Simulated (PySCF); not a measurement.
Calculation: PySCF with PBE0-D3(BJ)/def2-TZVP. Gas-phase values, no solvent. Excitations are Tamm–Dancoff values on a coarser integration grid. The basis has no diffuse functions, so Rydberg states are missing or too high.

Reference species (SMILES): `[CH3][Al]([CH3])[CH3]` (neutral, multiplicity 1).

- LUMO = -0.35 eV
- S1 oscillator strength = 0.000
- S1–T1 gap (TDA) = 0.33 eV

Changed species: `[I][Al]([I])[I]` (3 of 3 CH3 replaced by I; the reference has 0 of 3 CH3 replaced by I).

Predict the effect on the LUMO, S1 oscillator strength and S1–T1 gap (TDA).

the LUMO falls by 1.57 eV, to -1.92 eV; the S1 oscillator strength is nearly the same; the S1–T1 gap (TDA) falls by 0.07 eV, to 0.26 eV.
